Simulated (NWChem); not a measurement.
Species: C₄H₆F₂; SMILES F[C@H]1C[C@H](C1)F

```xyz
12

F      0.0000     2.1426    -0.4009
C      0.0000     1.0568     0.4260
C      1.0768     0.0000     0.1660
C      0.0000    -1.0568     0.4260
F      0.0000    -2.1426    -0.4009
C     -1.0768     0.0000     0.1660
H      0.0000     1.4220     1.4666
H      1.9966     0.0000     0.7670
H      1.3285     0.0000    -0.9054
H      0.0000    -1.4220     1.4666
H     -1.3285     0.0000    -0.9054
H     -1.9966     0.0000     0.7670
```
Atoms are numbered in this order, from 1.

Program: NWChem. Pople sets run with spherical d functions. Geometry: optimised at PBE0/def2-SVP. GIAO values for the isolated, static molecule; σ is the absolute isotropic shielding.

| level | basis functions | σ F1 (ppm) | σ C2 (ppm) | σ C3 (ppm) | σ H7 (ppm) | σ H8 (ppm) | σ H9 (ppm) |
|---|---|---|---|---|---|---|---|
| Hartree-Fock/6-31G* | 96 | 417.0 | 132.6 | 163.9 | 28.25 | 29.87 | 30.00 |
| Hartree-Fock/6-311G** | 144 | 407.3 | (withheld) | 156.4 | 28.07 | 29.43 | 29.65 |
| Hartree-Fock/def2-SVP | 114 | 421.4 | 132.2 | 164.9 | 28.18 | 29.49 | 29.62 |
| Hartree-Fock/IGLO-II | 168 | 404.8 | 123.8 | 156.1 | 28.17 | 29.58 | 29.71 |

### Question
What belongs in the gaps?

### Answer

- Hartree-Fock/6-311G**, σ C2 (ppm): 125.3
